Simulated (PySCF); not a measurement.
Pt⁶⁵⁺: ionisation energy

Pt⁶⁵⁺ [Ne] 3s2 3p1 (2P) → Pt⁶⁶⁺ [Ne] 3s2 (1S), as a difference of total energies. Calculation: PySCF 2.14, in an uncontracted even-tempered set (17 s from 18 bohr⁻², ratio 2.5; 12 p from 24 bohr⁻², ratio 2.5; 4 d from 92 bohr⁻², ratio 2.7; 4 f from 140 bohr⁻², ratio 2.7); the spin-free X2C one-electron Hamiltonian (Gaussian nucleus). Correlated levels: outer shells: 1s2 frozen; virtual orbitals above 40 to 60 times the deepest correlated orbital energy dropped. The calculations carry no spin-orbit coupling.

```
                method  ionisation energy (eV)
                   UHF                  7341.0
    MP2 (outer shells)                  7341.7
SCS-MP2 (outer shells)                  7341.6
   CCSD (outer shells)                  7341.7
CCSD(T) (outer shells)                  7341.7
```

A first-order spin-orbit estimate (lowest level to lowest level, LS coupling) adds 286.1 eV.

Breit and QED terms and the two-electron picture change are absent.

First order in ζ underestimates the shift of j = l − 1/2 levels at high Z.

For comparison: 7660 ± 30 eV (theoretical estimate listed by NIST; NIST Atomic Spectra Database, ionization energies).
